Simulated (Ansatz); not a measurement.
Consider the redistribution: `[NH2][SnH2][SiH2]O` + `O[Si](Cl)(Cl)Cl` → `[NH2][SnH2][Cl]` + `O[SiH2][Si](O)(Cl)Cl`.

Calculated with Ansatz (gas phase, PBE0-D4/def2-TZVP geometries, no zero-point term in ΔE). CBS: MP2 limit from def2 TZ/QZ plus the TZ coupled-cluster correction, frozen cores. DFT in def2-TZVPP. B3LYP here is the variant with VWN-RPA as its local correlation; programs differ in this. def2 core potentials past Kr. For Sn outer-core shells are correlated without core-valence functions, which leaves a few kJ/mol of doubt a bond. One conformer a species, not always the lowest.

`[NH2][SnH2][SiH2]O`:

```xyz
11

N     0.945    0.581    1.223
Sn   -1.035    0.257    0.669
Si   -0.251   -0.712   -1.582
O     1.362   -0.549   -1.336
H     1.209    0.076    2.060
H     1.154    1.557    1.390
H    -1.726   -0.771    1.849
H    -1.830    1.770    0.722
H    -0.723    0.070   -2.756
H    -0.648   -2.131   -1.784
H     1.545   -0.148   -0.453
```

`O[Si](Cl)(Cl)Cl`:

Z-matrix (Å, degrees):
```
Si
Cl 1 2.031
Cl 1 2.031 2 107.8
O 1 1.617 2 111.3 3 122.3
Cl 1 2.017 2 109.9 3 -119.8
H 4 0.960 1 118.4 2 -60.4
```

`[NH2][SnH2][Cl]`:

Z-matrix (Å, degrees):
```
Sn
Cl 1 2.349
N 1 2.009 2 110.8
H 1 1.697 2 105.8 3 -117.5
H 1 1.697 2 105.8 3 117.5
H 3 1.012 1 113.9 2 -61.9
H 3 1.012 1 113.9 2 62.4
```

`O[SiH2][Si](O)(Cl)Cl`:

Cartesian coordinates in Å:
```
O 2.267 0.106 -0.188
Si 0.963 -0.841 -0.527
Si -1.026 0.297 -0.046
O -0.878 0.890 1.468
Cl -1.396 1.840 -1.352
Cl -2.644 -0.965 -0.168
H 2.314 0.496 0.686
H 1.025 -1.158 -1.972
H 0.954 -2.102 0.267
H -1.579 1.437 1.830
```

```tsv
level	ΔE (kJ/mol)	difference from CCSD(T)/CBS
PBE-D4	24.3	1.5
PBE0-D4	22.8	0.0
B3LYP-D4	17.9	-4.9
ωB97M-V	26.4	3.6
B2PLYP	19.1	-3.7
r2SCAN	24.9	2.1
HF/def2-TZVPP	-7.8	-30.6
MP2/def2-TZVPP	30.6	7.8
SCS-MP2/def2-TZVPP	21.4	-1.4
CCSD/def2-TZVPP	19.5	-3.3
HF/def2-QZVPP	-9.3	-32.1
MP2/def2-QZVPP	29.8	7.0
SCS-MP2/def2-QZVPP	20.3	-2.5
HF/CBS(def2)	-9.5	-32.3
MP2/CBS(def2)	30.1	7.3
CCSD/CBS(def2)	19.0	-3.8
CCSD(T)/CBS	22.8	0
```

Largest T1 diagnostic among the species: 0.013.

The D4 term adds +4.0 kJ/mol with B3LYP and +1.5 kJ/mol with PBE0; it sums over pairs of atoms, weighted by their polarisabilities, and B3LYP, whose exchange is more repulsive, gets the larger term. In def2-TZVPP, CCSD(T) changes the Hartree–Fock value by +31.1 kJ/mol (the triples alone add +3.8 kJ/mol) and MP2 by +38.5 kJ/mol.
